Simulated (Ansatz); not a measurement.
Gas-phase reaction in SMILES: CC[Si](Cl)(Cl)Cl + C (CH4) + 3 [SiH4] (SiH4) → CC (C2H6) [ethane] + C[SiH3] [methylsilane] + 3 [SiH3]Cl
Geometries: B3LYP-D3(BJ)/def2-TZVP minima from Ansatz (a quantum-chemistry and plane-wave program), one conformer each, not searched for the lowest.

Quantity: bond separation energy (electronic energy difference), in eV. Valence correlation only, unless marked. Spin-orbit coupling is left out. No relativistic terms. Basis-set limits of correlation are two-point, X^-3; Hartree-Fock from the larger set. [CCSD(T)-MP2]/basis is that difference in the basis named.

RI-MP2/CBS(cc-pV(T+d)Z,cc-pV(Q+d)Z)+[CCSD(T)-MP2]/cc-pV(T+d)Z (Ansatz) gives 0.34 eV.

Question: Another calculation gave 0.34 eV. Which level was it?
(A) SVWN5/def2-TZVPD (Ansatz)
(B) revPBE/def2-TZVPD (Ansatz)
(C) r2SCAN/def2-TZVPD (Ansatz)

Answer: C, r2SCAN/def2-TZVPD (Ansatz). The others give 0.20 (revPBE), 0.47 (SVWN5) eV.
